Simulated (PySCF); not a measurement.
# Eu⁵¹⁺ (europium, charge +51): Hartree-Fock from Schrödinger to Dirac-Coulomb-Breit

Occupied: 1s1/2, 2s1/2, 2p1/2, 2p3/2, 3s1/2. Hartree-Fock calculated with PySCF 2.14 in an even-tempered Gaussian basis (17 s from 6 bohr⁻², ratio 2.7; 13 p from 7.2 bohr⁻², ratio 2.7), Gaussian nucleus throughout. NR is non-relativistic, sf-X2C the spin-free one-electron X2C Hamiltonian, X2C adds the bare one-electron spin-orbit term, X2C-SNSO screens it by Boettger's factors, DC is four-component Dirac-Coulomb, and the Gaunt and Breit terms are added at first order (total energies over the DC spinors, levels after relaxing the spinors in that mean field). QED terms are absent. Levels marked empty are virtual spinors of this ion; the basis has s and p functions only, so 3d, which can lie below the n = 4 levels, is absent.

```json
{"Hamiltonian": "NR", "E (hartree)": "-7733.8226"}
{"Hamiltonian": "sf-X2C", "E (hartree)": "-8117.5142"}
{"Hamiltonian": "X2C", "E (hartree)": "-8123.2040"}
{"Hamiltonian": "X2C-SNSO", "E (hartree)": "-8122.8299"}
{"Hamiltonian": "DC", "E (hartree)": "-8125.9244"}
{"Hamiltonian": "DC+Gaunt", "E (hartree)": "-8117.2418"}
{"Hamiltonian": "DC+Breit", "E (hartree)": "-8118.0096"}
```

```tsv
level (eV)	NR	sf-X2C	X2C	X2C-SNSO	DC	DC+Gaunt	DC+Breit
1s1/2	-49719.7	-52546.7	-52539.8	-52540.3	-52592.8	-52451.8	-52461.2
2s1/2	-10890.4	-11681.7	-11680.1	-11680.2	-11687.1	-11672.2	-11673.3
2p1/2	-10555.1	-10817.7	-11307.3	-11289.8	-11293.6	-11267.8	-11270.4
2p3/2	-10555.1	-10817.7	-10609.6	-10616.0	-10620.9	-10603.0	-10605.7
3s1/2	-4483.9	-4729.0	-4728.7	-4728.7	-4730.3	-4726.4	-4726.9
3p1/2 (empty)	-4290.8	-4393.7	-4519.1	-4514.6	-4515.6	-4509.1	-4510.0
3p3/2 (empty)	-4290.8	-4393.7	-4339.9	-4341.5	-4342.6	-4338.1	-4339.0
4s1/2 (empty)	-2388.5	-2485.1	-2485.0	-2485.0	-2485.6	-2484.2	-2484.4
```

**Question.** How large are the two-electron picture-change error of X2C and the Breit correction in the total energy?

**Answer.** X2C-1e lies 2.7204 hartree above Dirac-Coulomb; Gaunt adds 8.6827 and the full Breit term 7.9148 hartree.

| interval (eV) | X2C | X2C-SNSO | DC | DC+Gaunt | DC+Breit |
| --- | --- | --- | --- | --- | --- |
| 2p3/2 − 2p1/2 | 697.7 | 673.8 | 672.7 | 664.7 | 664.7 |
| 3p3/2 − 3p1/2 | 179.2 | 173.1 | 173.0 | 171.0 | 171.0 |

Weight of the small component: 1s1/2 0.0550, 2s1/2 0.0126, 2p1/2 0.0125, 2p3/2 0.0116, 3s1/2 0.00482, 3p1/2 0.00473, 3p3/2 0.00453, 4s1/2 0.00230.

Koopmans' value for the highest occupied level at DC+Breit: 4726.9 eV, against an ionisation energy of 4729 ± 4 eV (theoretical estimate listed by NIST; NIST Atomic Spectra Database, ionization energies); the former lacks relaxation, correlation, QED and recoil.

The whole ladder took 52 s of wall time on 1 thread of AMD EPYC 9R45 96-Core Processor (shared host), launched as `OMP_NUM_THREADS=1 python relrun2.py TASK.json OUT` (a driver that calls PySCF for each Hamiltonian).
